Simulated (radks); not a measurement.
Q: The mean radii <r> (bohr) of the occupied orbitals of an atom or ion are listed with their occupations. Method: scalar-relativistic Kohn-Sham, BLYP, spin-polarised, spherical densities, point nucleus; computed with a radial shooting solver on a logarithmic mesh with Libxc functionals.

| orbital | occ. | <r> |
|---|---|---|
| 1s up | 1 | 0.1113 |
| 1s down | 1 | 0.1113 |
| 2s up | 1 | 0.5684 |
| 2s down | 1 | 0.5684 |
| 2p up | 3 | 0.5375 |
| 2p down | 3 | 0.5374 |
| 3s up | 1 | 2.049 |
| 3s down | 1 | 2.056 |
| 3p up | 1 | 2.445 |

Name the element and its charge. Open shells, if any, are filled with parallel spins first.

A: Z = 14, silicon, charge +1: Si+ in [Ne] 3s2 3p1. The 1s radius gives Z: for a bare nucleus <r> = (2 gamma + 1)/(2Z) with gamma = sqrt(1 - (Z/c)^2), 0.1068 bohr for Z = 14, and screening makes it slightly larger (0.1113 here). The occupations add up to 13, and the charge is Z minus that.
